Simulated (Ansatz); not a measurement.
```yaml
crystal:
  periodic: [false, false, false]
  atoms:
    - {symbol: Ga, position_ang: [0.238701, -2.389771, -0.136128]}
    - {symbol: Ga, position_ang: [0.161551, -0.095745, -2.370641]}
    - {symbol: Ga, position_ang: [-2.161732, 0.071358, -0.006241]}
    - {symbol: Ga, position_ang: [0.206586, -0.053635, 2.464465]}
    - {symbol: Ga, position_ang: [0.164168, 2.406353, 0.119224]}
    - {symbol: N, position_ang: [-0.984593, -1.144619, -1.092544]}
    - {symbol: N, position_ang: [1.253437, -1.379765, 1.245259]}
    - {symbol: N, position_ang: [1.188071, 1.404463, -1.227699]}
    - {symbol: N, position_ang: [-0.852650, 1.043114, 1.117969]}
    - {symbol: H, position_ang: [1.222013, -3.100806, -0.781509]}
    - {symbol: H, position_ang: [-0.709761, -3.480569, 0.739314]}
    - {symbol: H, position_ang: [1.177857, -0.944693, -3.017467]}
    - {symbol: H, position_ang: [-0.688542, 0.716010, -3.440860]}
    - {symbol: H, position_ang: [-2.803786, -0.948755, 0.833887]}
    - {symbol: H, position_ang: [-2.785086, 0.966842, -1.120663]}
    - {symbol: H, position_ang: [-0.784621, -0.822944, 3.532855]}
    - {symbol: H, position_ang: [1.354985, 0.940330, 2.945096]}
    - {symbol: H, position_ang: [-0.809604, 3.254781, -0.704493]}
    - {symbol: H, position_ang: [1.463005, 3.110815, 0.917666]}
    - {symbol: H, position_ang: [-1.487911, -1.662860, -1.617269]}
    - {symbol: H, position_ang: [1.640383, -1.970753, 1.974701]}
    - {symbol: H, position_ang: [1.996245, -0.842052, 0.801527]}
    - {symbol: H, position_ang: [1.471581, 1.905389, -2.022241]}
    - {symbol: H, position_ang: [1.995322, 0.892939, -0.649295]}
    - {symbol: H, position_ang: [-1.489952, 1.560485, 1.661414]}
basis:
  gaussian: {orbitals: cc-pVDZ, fitting: {mean_field: cc-pVTZ-jkfit}, final_grid: {core_spheres: 5, valence_spheres: 4, degree: 11}}
total_charge: -1
hamiltonian: {xc: {name: r2SCAN50}, dispersion: d3bjatm, pseudopotentials: {relativity: scalar}}
scf: {lower_state_search: light}
output: {forces: true}
```

```sh
$ ansatz run in.yaml --threads 2 --pin off --events-out ev --progress --plain --max-ram 32768MiB --backend cuda --devices 0, --max-vram 18GiB
```

It prints (some lines left out):

```
Functional definition: r2SCAN50
1831 factors; integrals over basis functions are off by at most 3.9e-2 eV
mean field evaluation 1: about -270140.8753 eV, gradient 5.8e1 eV
mean field evaluation 2: about -270139.6134 eV, gradient 6.2e1 eV
mean field evaluation 4: about -270147.7723 eV, gradient 2.6e0 eV
mean field evaluation 8: about -270147.6817 eV, gradient 8.9e-2 eV
mean field evaluation 16: about -270147.6817 eV, gradient 3.7e-5 eV
mean field -270147.68168709 eV, -9927.7441893250 hartree, gradient 5.8e-5 eV, S^2 0.000000; 0 other end points of the search recorded, 0 dependent functions left out
reference -270147.68170242 eV, -9927.7441898885 hartree; 100, 100 occupied and 171, 171 virtual orbitals, 1831 factors
Total energy: -270148.07077736 eV, -9927.7584881289 hartree
Relativity: scalar
Atom 0 at     0.238701    -2.389771    -0.136128 Å, force    -4.209447     0.858957     2.632341 eV/Å
Atom 1 at     0.161551    -0.095745    -2.370641 Å, force    -1.620161     1.159463     1.184463 eV/Å
Atom 2 at    -2.161732     0.071358    -0.006241 Å, force     1.585552     0.082555    -1.222562 eV/Å
Atom 3 at     0.206586    -0.053635     2.464465 Å, force    -0.491629     0.332971    -0.727468 eV/Å
Atom 4 at     0.164168     2.406353     0.119224 Å, force     1.026775     0.124578     0.576886 eV/Å
Atom 5 at    -0.984593    -1.144619    -1.092544 Å, force     6.467337     5.154720     4.471384 eV/Å
Atom 6 at     1.253437    -1.379765     1.245259 Å, force    -1.023253     1.234826     0.536751 eV/Å
Atom 7 at     1.188071     1.404463    -1.227699 Å, force     0.236639    -4.458353     2.547425 eV/Å
Atom 8 at    -0.852650     1.043114     1.117969 Å, force     1.453400    -0.884738    -0.398288 eV/Å
Atom 9 at     1.222013    -3.100806    -0.781509 Å, force     2.979500    -1.819436    -2.410019 eV/Å
Atom 10 at    -0.709761    -3.480569     0.739314 Å, force     0.458761     0.803045    -0.398333 eV/Å
Atom 11 at     1.177857    -0.944693    -3.017467 Å, force     1.393965    -0.950946    -0.488802 eV/Å
Atom 12 at    -0.688542     0.716010    -3.440860 Å, force     0.054331     0.081235     0.340983 eV/Å
Atom 13 at    -2.803786    -0.948755     0.833887 Å, force    -1.238409    -0.856302     1.154808 eV/Å
Atom 14 at    -2.785086     0.966842    -1.120663 Å, force    -0.273669     0.181434     0.213770 eV/Å
Atom 15 at    -0.784621    -0.822944     3.532855 Å, force     0.740790     0.359778    -0.759794 eV/Å
Atom 16 at     1.354985     0.940330     2.945096 Å, force    -0.155009    -0.369034     0.170957 eV/Å
Atom 17 at    -0.809604     3.254781    -0.704493 Å, force    -0.360220     0.482800    -0.141042 eV/Å
Atom 18 at     1.463005     3.110815     0.917666 Å, force    -1.044778    -0.350039    -0.236322 eV/Å
Atom 19 at    -1.487911    -1.662860    -1.617269 Å, force    -4.693673    -4.668829    -4.695106 eV/Å
Atom 20 at     1.640383    -1.970753     1.974701 Å, force     0.281269    -0.106141    -0.584630 eV/Å
Atom 21 at     1.996245    -0.842052     0.801527 Å, force     0.037414    -0.373637     0.601929 eV/Å
Atom 22 at     1.471581     1.905389    -2.022241 Å, force     1.312754     1.006371    -0.752718 eV/Å
Atom 23 at     1.995322     0.892939    -0.649295 Å, force    -2.001151     2.081408    -2.556356 eV/Å
Atom 24 at    -1.489952     1.560485     1.661414 Å, force    -0.917089     0.893312     0.939743 eV/Å
Dipole moment:     0.579631     0.033862     0.032209 e Å
```

It took 11 s on 2 threads of AMD EPYC 7R13 on a shared host and a share (18 GiB) of an NVIDIA H100 80GB HBM3, peak host memory 1 GiB.

The highest occupied level of an anion often lies above zero with these methods, and sets without diffuse functions describe the outer electron poorly.

The dipole of an ion depends on the origin.
